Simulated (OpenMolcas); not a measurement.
**Ti2+: effect of the metal basis**

Ti2+ with its 6 nearest fluoride ions at 2.221 Å, on the Na site of NaF (a = 4.634 Å, distance in the model lattice 2.317 Å). The rest of the host is ab initio model potentials to 7.6 Å and point charges beyond; the distance is set by hand and nothing relaxes, and no local charge compensation is placed.

```yaml
Program: OpenMolcas
Method: CASSCF
Spin-orbit_coupling: state interaction with AMFI integrals over the reference wave functions
```

Fixed: ligand basis ANO-RCC-VDZP, active space 2 electrons in 5 orbitals (3d), DKH2 Hamiltonian.

States (labels of O, the rotations of Oh). Energies in cm-1 above the lowest state or level, χT in cm3 K/mol; under a threefold ground state the first gap can be a small split of the lowest multiplet, not the spin-orbit step; 10Dq and B are least-squares fits to the states below 45000 cm-1, weighted by degeneracy, with a free offset, and given where the rms deviation is under 5 % of |10Dq| (or 100 cm-1) and under 700 cm-1.

| Run | Metal basis | Ground state | First state of that spin | 10Dq | B (rms of fit) | First gap with spin-orbit (degeneracies) | χT at 300 K | First state of another spin | Cost |
| --- | --- | --- | --- | --- | --- | --- | --- | --- | --- |
| A | ANO-RCC-VDZP | 3T1 | 3T2 9698 | 11480 | 837 (194) | 2.9 (2, 3) | 1.101 | 1T2 11844 | roughly 13 core-seconds |
| B | ANO-RCC-VTZP | 3T1 | 3T2 9319 | 10975 | 860 (190) | 3.0 (2, 3) | 1.103 | 1T2 11888 | roughly 20 core-seconds |

Against A, |10Dq| changes by -4.4 % in B.

Costs are those of the RASSCF and RASSI steps.

An orbital triplet at a regular site is open to Jahn-Teller coupling, which can distort the site and quench the lowest spin-orbit gaps and is left out. Without dynamic correlation the repulsion within the d shell is too large (B by tens of per cent), so at a given field states of lower spin stand too high. Ligand-to-metal charge-transfer states are missing. With no ligand orbital active B as a rule stays too high, so bands that hang on it stand too high and its fall with covalency is understated. With metal d orbitals alone and no dynamic correlation 10Dq can be off by a tenth to a fifth, either way, in oxide and fluoride hosts. No measured value stands beside these numbers; the geometry was set by hand and not optimised.
